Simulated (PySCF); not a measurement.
## Two-component Hartree-Fock for Yb(58+) (ytterbium, charge +58)

Start: [Ne] 3s2. Calculated with PySCF 2.14 in an uncontracted even-tempered set (18 s from 18 bohr⁻², ratio 2.4; 14 p from 23 bohr⁻², ratio 2.4; 4 d from 74 bohr⁻², ratio 2.6; 4 f from 110 bohr⁻², ratio 2.6): generalised Hartree-Fock with the X2C-1e Hamiltonian and a Gaussian nucleus; one run each with spin-orbit coupling (SO) switched off, then screened by Boettger's factors.

```json
{"spinor shell": "1s1/2", "electrons": "2", "ε, spin-free (eV)": "-66374.4", "ε, screened SO (eV)": "-66362.9", "weight of nominal j (screened SO)": "1.000", "rms radius, screened SO (bohr)": "0.0223"}
{"spinor shell": "2s1/2", "electrons": "2", "ε, spin-free (eV)": "-15028.2", "ε, screened SO (eV)": "-15025.4", "weight of nominal j (screened SO)": "1.000", "rms radius, screened SO (bohr)": "0.0885"}
{"spinor shell": "2p1/2", "electrons": "2", "ε, spin-free (eV)": "-13801.0", "ε, screened SO (eV)": "-14569.7", "weight of nominal j (screened SO)": "1.000", "rms radius, screened SO (bohr)": "0.0753"}
{"spinor shell": "3s1/2", "electrons": "2", "ε, spin-free (eV)": "-6116.6", "ε, screened SO (eV)": "-6116.2", "weight of nominal j (screened SO)": "1.000", "rms radius, screened SO (bohr)": "0.211"}
```

Task: Where does 2p3/2 lie, and what is the 2p spin-orbit splitting (screened SO)?

Result: At -13484.8 eV, 1084.8 eV above 2p1/2.

```tsv
quantity	spin-free	screened SO
E (hartree)	-10231.81014	-10242.29696
M_J	0	0
⟨J²⟩	0.000	0.000
⟨L²⟩	0.000	0.027
⟨S²⟩	0.000	0.027
```

Breit and QED terms are absent; they matter most for the inner s and p1/2 levels.

Densities and radii are taken from the X2C orbitals without a picture-change correction, which distorts them close to the nucleus.

Without spin-orbit coupling the j labels of p, d and f shells carry no meaning; the spin-free column gives the mean over the occupied spinors of each nl shell.
